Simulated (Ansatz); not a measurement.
`[OH][Ga]([Cl])[O][SiH3]` + `O[Si](O)(Cl)Cl` → `O[Si](Cl)(Cl)O[SiH3]` + `[OH][Ga]([OH])[Cl]`  (ligand exchange at the Si–O bond)

Gas-phase electronic energies from Ansatz, PBE0-D4/def2-TZVP geometries. CCSD(T)/CBS is the MP2 limit (def2-TZVPP, def2-QZVPP) plus CCSD(T) − MP2 in def2-TZVPP, frozen cores. For Ga outer-core shells are correlated without core-valence functions, which leaves a few kJ/mol of doubt a bond. Scalar relativity is left out up to krypton. Each species was taken in one conformer, which may not be the lowest.

`[OH][Ga]([Cl])[O][SiH3]`:

```xyz
9

O     0.748   -0.191   -2.866
Ga    0.719   -0.535   -1.137
Cl    1.952   -2.059   -0.345
O    -0.342    0.398   -0.079
Si   -0.714    0.448    1.517
H     0.147    0.520   -3.110
H    -1.358   -0.821    1.949
H     0.506    0.666    2.340
H    -1.658    1.574    1.731
```

`O[Si](O)(Cl)Cl`:

Cartesian coordinates in Å:
```
O 0.710 -0.857 -0.864
Si -0.270 0.085 0.020
O 0.489 1.471 0.352
Cl -1.966 0.576 -0.974
Cl -0.800 -0.919 1.720
H 0.470 -1.777 -0.989
H 1.367 1.420 0.734
```

`O[Si](Cl)(Cl)O[SiH3]`:

Cartesian coordinates in Å:
```
O 0.194 -2.057 -1.309
Si 0.389 -1.124 -0.004
Cl -0.520 -1.948 1.624
Cl 2.364 -0.910 0.453
O -0.259 0.296 -0.344
Si -0.596 1.838 0.119
H 0.522 -2.957 -1.279
H -1.267 2.506 -1.019
H 0.666 2.540 0.457
H -1.492 1.814 1.301
```

`[OH][Ga]([OH])[Cl]`:

Z-matrix (Å, degrees):
```
Ga
O 1 1.766
Cl 1 2.121 2 119.0
O 1 1.772 2 119.7 3 180.0
H 2 0.961 1 112.5 3 -180.0
H 4 0.960 1 113.7 2 180.0
```

```json
{"species": "`[OH][Ga]([Cl])[O][SiH3]`", "CCSD/CBS(def2) energy (Eh)": "-2825.66878"}
{"species": "`O[Si](O)(Cl)Cl`", "CCSD/CBS(def2) energy (Eh)": "-1360.36791"}
{"species": "`O[Si](Cl)(Cl)O[SiH3]`", "CCSD/CBS(def2) energy (Eh)": "-1650.68393"}
{"species": "`[OH][Ga]([OH])[Cl]`", "CCSD/CBS(def2) energy (Eh)": "-2535.35579"}
```

**Question.** Work out ΔE.

**Answer.** ΔE = (-1650.68393) + (-2535.35579) − (-2825.66878) − (-1360.36791) = -0.00303 Eh = -8.0 kJ/mol. CCSD(T)/CBS gives -7.8 kJ/mol.

Largest T1 diagnostic among the species: 0.013.
